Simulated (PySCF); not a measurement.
Species: C6H10NOSi (charge +1).
Numbering: `[NH3+:1][c:2]1[cH:3][cH:4][c:5]([O:6][SiH3:7])[cH:8][cH:9]1` (hydrogens: H10, H11, H12 on N1; H13 on C3; H14 on C4; H15, H16, H17 on Si7; H18 on C8; H19 on C9)

Geometry (PBE0-D3(BJ)/def2-SVP, Å), atoms numbered from 1 in this order:
```xyz
19
C6H10NOSi angstrom
N     -3.1341   -0.5525   -0.5739
C     -1.7296   -0.1722   -0.3397
C     -0.7298   -1.1173   -0.5352
C      0.5900   -0.7629   -0.2864
C      0.9078    0.5329    0.1597
O      2.1447    0.9286    0.4139
Si     3.6345    0.1054    0.2835
C     -0.1271    1.4677    0.3477
C     -1.4443    1.1177    0.1008
H     -3.2283   -1.1806   -1.3830
H     -3.7156    0.2732   -0.7670
H     -3.5534   -1.0340    0.2356
H     -0.9586   -2.1292   -0.8813
H      1.3798   -1.5005   -0.4434
H      4.6419    1.1026    0.7063
H      3.8051   -0.3222   -1.1331
H      3.5890   -1.0827    1.1808
H      0.1338    2.4706    0.6884
H     -2.2362    1.8569    0.2524
```

Linear response at CAM-B3LYP/def2-SVPD (PySCF, frozen core in the response, non-relativistic).

Static isotropic polarisability: 104.14 au (15.43 Å³), principal values 67.8, 101.2, 143.5 au.

Problem. What is the polarisability at 1064 nm and at the sodium D line?

Solution. 105.40 au at 1064 nm (+1.2 %), 108.50 au at 589.3 nm (+4.2 %). The rise at 589.3 nm is 3.45 times that at 1064 nm; a pure ω² law gives 3.26. The lowest singlet lies at 243 nm, shorter than both wavelengths.

Problem. What is the isotropic C6 coefficient between two such ions, C6 = (3/π)∫α(iω)² dω?

Solution. 4058 au (Eh·bohr⁶) by a ten-point quadrature over imaginary frequencies, which is 2430 eV·Å⁶ or 234 J·nm⁶/mol.

Problem. Which effective excitation energy ω̄ makes London's formula C6 = (3/4)α²ω̄ exact here?

Solution. ω̄ = 4·C6/(3α²) = 0.499 Eh = 13.6 eV. A one-pole form α(ω) = α/(1 − ω²/ω̄²) fitted to the 1064 nm value gives 10.6 eV.

Problem. What three-body coefficient follows from the one-pole estimate C9 = (3/4)·α·C6?

Solution. 317000 au. This is an estimate from the two numbers above, not a computed integral.

Problem. How many electrons N does the Slater–Kirkwood formula C6 = (3/4)·√N·α^(3/2) need to give this C6?

Solution. N = (4·C6/3)²/α³ = 25.9; the species has 74 electrons in all.

Problem. What molar refraction at the D line follows from R = (4π/3)·N_A·α′, with α′ the polarisability volume?

Solution. α′ = 16.08 Å³ gives R = 40.56 cm³/mol, for isolated, non-vibrating species.

Problem. How anisotropic is the static polarisability, by Δα² = ½[(α1 − α2)² + (α2 − α3)² + (α3 − α1)²]?

Solution. Δα = 65.7 au, or 0.63 of the isotropic value.

One conformer stands for the species.
